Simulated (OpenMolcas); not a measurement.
## Rh3+: moving the ligands

Rh3+ with 6 ligands (chloride) in octahedral coordination (Oh) at 2.42 Å. A charge of +0.5 e stands 2.6 Å behind each ligand. Ligand basis ANO-RCC-VDZP.

```yaml
Program: OpenMolcas
Method: CASSCF
Basis: ANO-RCC-VDZP [6s5p3d1f]
Scalar_Hamiltonian: DKH2, point nucleus
Active_space: 6 electrons in 5 orbitals (4d)
State_averaging: 2S+1 = 5 even, 5 roots; 2S+1 = 3 even, 45 roots; 2S+1 = 1 even, 50 roots
Spin-orbit_coupling: state interaction with AMFI integrals over the reference wave functions
```

Runs around this geometry, states (labels of O, the rotations of Oh). Energies in cm-1 above the lowest state or level, χT in cm3 K/mol; under a threefold ground state the first gap can be a small split of the lowest multiplet, not the spin-orbit step; 10Dq and B are least-squares fits to the states below 45000 cm-1, weighted by degeneracy, with a free offset, and given where the rms deviation is under 5 % of |10Dq| (or 100 cm-1) and under 700 cm-1.

| R (Å) | Ground state | First state of that spin | 10Dq | B (rms of fit) | First gap with spin-orbit (degeneracies) | χT at 300 K | First state of another spin |
| --- | --- | --- | --- | --- | --- | --- | --- |
| 2.35 | 1A1 | 1T1 14932 | 18171 | 606 (517) | 8611 (1, 2) | 0.034 | 3T1 9216 |
| 2.42 | 1A1 | 1T1 12340 | 16110 | 639 (608) | 5110 (1, 2) | 0.051 | 5T2 5865 |
| 2.59 | 5T2 | 5E 10808 |  |  | 403.2 (3, 2) | 4.105 | 1A1 4642 |

The ground state changes within this set.

Without dynamic correlation the repulsion within the d shell is too large (B by tens of per cent), so at a given field states of lower spin stand too high. With metal d orbitals alone the field can be off either way by tens of per cent. Ligand-to-metal charge-transfer states are missing. With no ligand orbital active B as a rule stays too high, so bands that hang on it stand too high and its fall with covalency is understated. This shell can be high or low spin here, a state of another spin lies low, and with metal d orbitals alone active their balance is uncertain, so the ground spin may be wrong, although the usual error favours high spin (holds for R = 2.35; R = 2.42). The least metal-like active orbital is 67 % on the metal (Löwdin) and no ligand orbital is active, so the numbers are rough, and ground spin, moment and any spin crossover can be artefacts of this space; highly charged d ions in such sites are as a rule low spin (holds for R = 2.35). The least metal-like active orbital is 69 % on the metal (Löwdin) and no ligand orbital is active, so the numbers are rough, and ground spin, moment and any spin crossover can be artefacts of this space; highly charged d ions in such sites are as a rule low spin (holds for R = 2.42). An orbital triplet at a regular site is open to Jahn-Teller coupling, which can distort the site and quench the lowest spin-orbit gaps and is left out (holds for R = 2.59). This shell can be high or low spin here, a state of another spin lies low, and with metal d orbitals alone active their balance is uncertain, so the ground spin may be wrong (holds for R = 2.59). The least metal-like active orbital is 77 % on the metal (Löwdin) and no ligand orbital is active, so the numbers are rough (holds for R = 2.59). No measured value stands beside these numbers; the geometry was imposed, not optimised, and the real ion may take another.
